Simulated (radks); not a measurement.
Values are calculated unless marked as measured or tabulated.
Effect of the nuclear size on neutral bismuth, [Hg] 6p3. Level of theory: Dirac Kohn-Sham, relativistic LDA (MacDonald-Vosko exchange, VWN5 correlation), spin-unpolarised, spherical densities, finite nucleus; open shells are shared between the two j in proportion to 2j + 1; Fermi nuclear charge, rms radius 5.5211 fm (a radial shooting solver on a logarithmic mesh with Libxc functionals). The rms radius is varied about that value; shifts are against it.

| rms radius (fm) | total energy shift (eV) | density at nucleus (e/bohr^3) | 1s1/2 shift (meV) | 2s1/2 shift (meV) | 5p1/2 shift (meV) | 6s1/2 shift (meV) | 6p1/2 shift (meV) | 6p3/2 shift (meV) | 7s1/2 (empty) shift (meV) |
|---|---|---|---|---|---|---|---|---|---|
| 4.9248 | -29.1 | 3.074e+06 | -11500 | -1760 | 0.221 | -2.60 | 0.187 | 0.248 | -0.238 |
| 5.223 | -14.8 | 2.995e+06 | -5840 | -896 | 0.112 | -1.32 | 0.095 | 0.126 | -0.121 |
| 5.5211 | 0 | 2.922e+06 | 0.000 | 0.000 | 0.000 | 0.000 | 0.000 | 0.000 | 0.000 |
| 5.9407 | 21.6 | 2.828e+06 | 8520 | 1310 | -0.161 | 1.93 | -0.139 | -0.184 | 0.176 |
| 6.8296 | 70.1 | 2.656e+06 | 27700 | 4250 | -0.514 | 6.27 | -0.450 | -0.598 | 0.572 |

Slopes of the eigenvalues against <r^2> in GHz/fm^2, as finite differences over the two radii next to the reference (eigenvalue slopes, not the field-shift constants of lines): 1s1/2 433000, 2s1/2 66500, 5p1/2 -8.23, 6s1/2 98.2, 6p1/2 -7.06, 6p3/2 -9.36, 7s1/2 (empty) 8.95.
